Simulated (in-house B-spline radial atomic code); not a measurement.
Configurations of P3+, with energies counted from [Ne] 3s2. Computed with an all-electron radial atomic-structure program (B-spline basis): scalar-relativistic (X2C) Hartree-Fock, spin-polarised, averaged over the determinants with the given up and down occupations, Fermi nucleus of rms radius 3.1889 fm. Shells without spins written out take the highest spin.

Occupations are held fixed; configurations that lie above the ionisation limit could autoionise.

```tsv
configuration	E - E(ref) (eV)	highest orbital	its <r> (bohr)
[Ne] 3s(0 up, 1 down) 3d(0 up, 1 down)	22.3	3d down	2.196
[Ne] 3s1 4p1	30.46	4p up	4.052
[Ne] 3s1 4f1	36.057	4f up	4.409
[He] 2s2 2p5 3s2 4s1	157.01	4s up	3.517
[He] 2s1 2p6 3s2 3d1	210.89	3d up	1.984
[He] 2s1 2p6 3s2 4p1	220.2	4p up	3.898
```

**Question.** Order these further configurations by energy, lowest first.
A. [Ne] 3s1 4d1
B. [He] 2s2 2p5 3s2 4p1
C. [Ne] 3s1 4s1
D. [He] 2s1 2p6 3s2 4s1
E. [He] 2s2 2p(2 up, 3 down) 3s2 3d(0 up, 1 down)

**Answer.** C (26.844 eV), A (34.99 eV), E (151.47 eV), B (160.67 eV), D (216.53 eV).

**Question.** How far above the reference does [Ne] 3s(1 up, 0 down) 3p(1 up, 0 down) lie?

**Answer.** 7.1986 eV; its least bound orbital is 3p up with <r> = 1.832 bohr.

**Question.** How far above the reference does [Ne] 3s(1 up, 0 down) 4d(0 up, 1 down) lie?

**Answer.** 35.206 eV; its least bound orbital is 4d down with <r> = 4.802 bohr.
